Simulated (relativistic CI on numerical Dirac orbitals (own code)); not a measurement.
## Nb²⁺ (4d3) in a crystal field

Calculated by Dirac-Coulomb-Breit CI, KLI orbitals optimised for each configuration, QED by a radiative potential, valence Slater integrals scaled by 0.7, one configuration in a parametric crystal field (own radial code).

Field parameters in Wybourne normalisation: D3d B²₀ = −7Dσ, B⁴₀ = −14Dq − 21Dτ, B⁴₃ = −14√(10/7) Dq; D4h B²₀ = −7Ds, B⁴₀ = 21(Dq − Dt), B⁴₄ = 21√(5/14) Dq; Oh B⁴₀ = 21Dq, B⁴₄ = √(5/14) B⁴₀; Td as Oh with Dq negative (B⁴₀ = 21Dq, B⁴₄ = √(5/14) B⁴₀). The field is a parameter set, without covalency.

S is read from ⟨S²⟩ = S(S + 1).

Powder χT (cm³ K mol⁻¹) by Van Vleck's formula, with temperature-independent terms:

```tsv
Field	2 K	5 K	10 K	20 K	50 K	100 K	200 K	300 K
D3d, 10Dq = 14600, Dσ = -480, Dτ = -270 cm⁻¹	1.66	1.69	1.69	1.7	1.7	1.71	1.72	1.74
D3d, 10Dq = 24100, Dσ = -1010, Dτ = -40 cm⁻¹	1.42	1.66	1.74	1.77	1.78	1.78	1.79	1.8
D4h, 10Dq = 8600, Ds = -620, Dt = -160 cm⁻¹	1.43	1.57	1.61	1.62	1.63	1.64	1.66	1.68
D4h, 10Dq = 15800, Ds = 610, Dt = 780 cm⁻¹	1.18	1.42	1.56	1.61	1.64	1.65	1.68	1.7
D4h, 10Dq = 26650, Ds = -10, Dt = -620 cm⁻¹	1.77	1.79	1.79	1.8	1.8	1.8	1.81	1.81
Oh, 10Dq = 11000 cm⁻¹	1.66	1.66	1.66	1.66	1.66	1.67	1.69	1.71
Oh, 10Dq = 17550 cm⁻¹	1.74	1.74	1.74	1.74	1.74	1.75	1.76	1.77
Td, 10Dq = -5250 cm⁻¹	0.245	0.252	0.264	0.289	0.362	0.474	0.682	0.883
```

(1) For Oh, 10Dq = 11000 cm⁻¹: what effective moment follows at 300 K?

## Answers

(1) μ_eff = √(8χT) = 3.70 μB. The ground level has S = 1.50; the spin-only moment for S = 3/2 is 3.88 μB. The difference comes from the orbital moment, spin-orbit mixing of terms and temperature-independent paramagnetism, all larger in this ionic model than in covalent complexes.
